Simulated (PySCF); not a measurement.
**Computed spin Hamiltonian**

Species: C₆H₁₀N (doublet state).
Z-matrix (Å and degrees, GFN2-xTB geometry), rows numbered from 1:
```
C 
C   1  1.3293
C   2  1.4445  1  122.98
C   3  1.3327  2  127.99  1  -178.61
C   4  1.5166  3  131.04  2     0.64
C   5  1.4773  4  120.21  3    -5.67
N   6  1.3985  5  120.27  4   -81.67
H   1  1.0786  2  121.80  3     0.00
H   1  1.0766  2  121.97  3   179.94
H   2  1.0785  1  120.32  3   179.83
H   3  1.0855  2  114.49  1     1.26
H   4  1.0851  3  117.54  2   179.58
H   5  1.0978  4  105.85  3   117.51
H   5  1.0999  4  105.83  3  -129.48
H   6  1.0744  5  121.32  4    82.69
H   7  1.0116  6  113.34  5   -26.91
H   7  1.0110  6  114.45  5  -157.62
```

The hyperfine couplings belong to this conformer and change with its torsions.

The species is `C=C/C=C\C[CH]N` [radical].

Level of theory: PySCF 2.14.0, UKS B3LYP, pcH-1 on C H N, non-relativistic, mean-field spin-orbit, GIAO. The structure is a single GFN2-xTB conformer in the gas phase; no vibrational or solvent corrections. GFN2-xTB frequencies show an imaginary mode (44i cm⁻¹), so this geometry is no minimum at that level. A GFN2-xTB geometry isn't a minimum of the functional, and hyperfine couplings can be far from their values at a DFT geometry. Stability of the SCF solution: not tested.

```json
{
  "g1, g2, g3": "2.00212, 2.00277, 2.00323",
  "g_iso": "2.00270",
  "Form of g": "rhombic: the two nearest values differ by 42 % of g3 − g1",
  "⟨S²⟩": "0.7537 (exact 0.7500)",
  "α and β electrons": "27, 26",
  "Total energy": "-289.33891 Eh"
}
```

Isotropic coupling and dipolar principal values T1 to T3, in G; ρ(0) is the spin density at the nucleus (MHz turned into gauss with g_iso; 10 G = 1 mT):

```
atom  isotope  a_iso     T1     T2    T3  Mulliken spin population  ρ(0) (bohr⁻³)
  C1      13C    0.7   -0.4    0.0   0.3                      0.00         0.0017
  C2      13C    1.1   -0.4   -0.4   0.7                      0.01         0.0028
  C3      13C   -0.9   -0.7    0.1   0.6                     -0.01        -0.0024
  C4      13C   27.0   -2.0   -1.3   3.3                      0.05         0.0673
  C5      13C  -10.9   -0.6   -0.4   1.0                     -0.07        -0.0271
  C6      13C   31.0  -26.4  -26.1  52.5                      0.87         0.0772
  N7      14N    6.7   -3.9   -3.8   7.7                      0.15         0.0581
  H8       1H    0.6   -0.2   -0.2   0.4                      0.00         0.0004
  H9       1H    0.2   -0.3   -0.3   0.6                      0.00         0.0001
 H10       1H    0.2   -2.2   -2.0   4.3                     -0.01         0.0001
 H11       1H    1.5   -0.4   -0.2   0.7                      0.00         0.0010
 H12       1H    1.8   -1.1   -0.7   1.8                      0.01         0.0011
 H13       1H   12.5   -1.9   -1.5   3.4                      0.01         0.0079
 H14       1H   11.9   -1.8   -1.5   3.2                      0.02         0.0074
 H15       1H  -18.8  -12.4   -0.1  12.5                     -0.04        -0.0118
 H16       1H    2.4   -4.3   -1.9   6.2                      0.00         0.0015
 H17       1H    8.8   -4.2   -2.3   6.5                      0.00         0.0055
```

The largest Mulliken spin populations are on C6 (+0.87), N7 (+0.15) and C5 (-0.07). The angles at C6 add up to 358.2°, so it is nearly planar; its axial dipolar tensor and the negative coupling of its proton fit spin in a p orbital normal to that plane.

Axes: g2 points within 12° of the C6–N7 bond.

Under fast tumbling the dipolar parts average out, and these isotropic splittings remain (the largest six): 1 × 1H (H15, I = 1/2, 2 lines) with 1.88 mT, 2 × 1H (H13/H14, I = 1/2, 3 lines) with 1.22 mT, 1 × 14N (N7, I = 1, 3 lines) with 0.67 mT, 2 × 1H (H16/H17, I = 1/2, 3 lines) with 0.56 mT, 1 × 1H (H12, I = 1/2, 2 lines) with 0.18 mT and 1 × 1H (H11, I = 1/2, 2 lines) with 0.15 mT.

Class means assume fast exchange of nuclei equivalent by connectivity; if that motion is slow, each nucleus keeps its own coupling. The 1H value of +15.7 MHz is a mean of couplings from 6.8 to 24.6 MHz in this one geometry, not an average over conformers.

The 13C coupling of C6 (86.8 MHz) shows only in satellite lines or after enrichment, since that isotope makes up about 1.07 % of natural carbon.

Examples of negative spin density at the nucleus (bohr⁻³): C5 (-0.0271), H15 (-0.0118) and C3 (-0.0024).
